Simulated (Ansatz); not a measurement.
Two isomers of C2H6FNSi: A = `C=C(F)N[SiH3]`, B = `C[Si]1(F)CN1`.

Gas-phase electronic energies from Ansatz, PBE0-D4/def2-TZVP geometries. CBS: MP2 limit from def2 TZ/QZ plus the TZ coupled-cluster correction, frozen cores. DFT in def2-TZVPP. B3LYP here is the variant with VWN-RPA as its local correlation; programs differ in this. Each species was taken in one conformer, which may not be the lowest.

A:

```xyz
11

C     1.145   -0.975    1.593
C     0.230   -0.566    0.724
F    -1.002   -1.103    0.739
N     0.310    0.376   -0.264
Si   -0.979    0.819   -1.347
H     0.899   -1.740    2.312
H     2.137   -0.549    1.587
H     1.207    0.826   -0.339
H    -2.148    1.372   -0.620
H    -1.425   -0.326   -2.178
H    -0.374    1.866   -2.207
```

B:

Z-matrix (Å, degrees):
```
C
Si 1 1.846
H 1 1.093 2 110.5
H 1 1.092 2 111.0 3 119.6
H 1 1.091 2 110.1 3 -119.9
F 2 1.593 1 107.9 3 -63.8
C 2 1.817 1 124.8 3 141.3
N 2 1.682 1 124.5 3 78.0
H 7 1.091 2 118.6 1 -3.3
H 7 1.088 2 124.7 1 151.4
H 8 1.006 2 135.9 1 -2.2
```

Question: Which is lower in electronic energy at CCSD(T)/CBS, and by how much? (An estimate is asked.)

Answer: Ansatz gave: B, by 171.2 kJ/mol.

Question: Give E(B) − E(A) in kJ/mol with ωB97M-V, B3LYP-D4, CCSD/def2-TZVPP, PBE-D4, B2PLYP, HF/def2-TZVPP, MP2/def2-TZVPP. (An estimate is asked.)

Answer: Ansatz gave: ωB97M-V -165.5, B3LYP-D4 -149.0, CCSD/def2-TZVPP -162.7, PBE-D4 -158.5, B2PLYP -158.7, HF/def2-TZVPP -133.0, MP2/def2-TZVPP -178.1. None reverses the order clearly.

Largest T1 diagnostic: 0.012.

In def2-TZVPP, CCSD(T) changes the Hartree–Fock value by −29.9 kJ/mol (the triples alone add −0.2 kJ/mol) and MP2 by −45.1 kJ/mol. From PBE to PBE0 (25 % exact exchange), in def2-TZVPP and without D4, E(B) − E(A) moves by −6.1 kJ/mol.
